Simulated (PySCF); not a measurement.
# H₂ZrO: from structure and modes to constants

Method: PBE0/[Zr def2-TZVP with ECP28, O def2-TZVP, H def2-TZVP], scalar-relativistic core potentials, density fitting, no spin–orbit coupling, PySCF.

The singlet minimum has Cs symmetry. Masses (u): Zr 89.90470, O 15.99492, H 1.00782.

```xyz
4
charge 0 multiplicity 1, angstrom
Zr    0.0000    0.0995   -0.2251
O     0.0000   -0.4873    1.3938
H     1.5487   -0.6005   -1.0069
H    -1.5487   -0.6005   -1.0069
```

Harmonic wavenumbers (cm⁻¹): 428.0 (a', ×1), 511.3 (a'', ×1), 596.2 (a', ×1), 997.5 (a', ×1), 1623.4 (a'', ×1), 1660.5 (a', ×1).

Question: Find the principal moments of inertia and the rotational constants. What kind of rotor is it?

Answer: About the centre of mass I = 6.4771, 43.084, 46.276 u Å². With B = 16.8576/I this gives 2.603, 0.3913, 0.3643 cm⁻¹. The molecule is an asymmetric top with κ = -0.98.

Question: What is the harmonic zero-point energy?

Answer: Half the sum of all 6 wavenumbers, 5817/2 = 2908 cm⁻¹, which is 34.8 kJ/mol (1 cm⁻¹ = 0.0119627 kJ/mol).

Question: Find the vibrational entropy and heat capacity at 298.15 K.

Answer: With u = 1.43878 ω/T, each mode gives S = R[u/(eᵘ−1) − ln(1−e⁻ᵘ)] and C = R u² eᵘ/(eᵘ−1)².
| ω (cm⁻¹) | u | S (J/(mol K)) | C (J/(mol K)) |
| --- | --- | --- | --- |
| 428.0 | 2.065 | 3.62 | 5.90 |
| 511.3 | 2.467 | 2.64 | 5.13 |
| 596.2 | 2.877 | 1.91 | 4.35 |
| 997.5 | 4.814 | 0.40 | 1.59 |
| 1623.4 | 7.834 | 0.03 | 0.20 |
| 1660.5 | 8.013 | 0.02 | 0.18 |
The sums over all modes are S = 8.6 and C = 17.3 J/(mol K); the softest mode gives 42 % of the entropy.

Question: Give the standard entropy (298.15 K, 1 bar) by its translational, rotational, vibrational and spin parts, and Cp.

Answer: Sackur–Tetrode with M = 107.92 u gives 167.2; rotation with symmetry number 1 gives 87.9; vibration 8.6; spin R ln 1 = 0.0. The total is 263.7 J/(mol K), and Cp = 4 R + 17.3 = 50.6 J/(mol K).

Other isomers or separated fragments may lie lower.
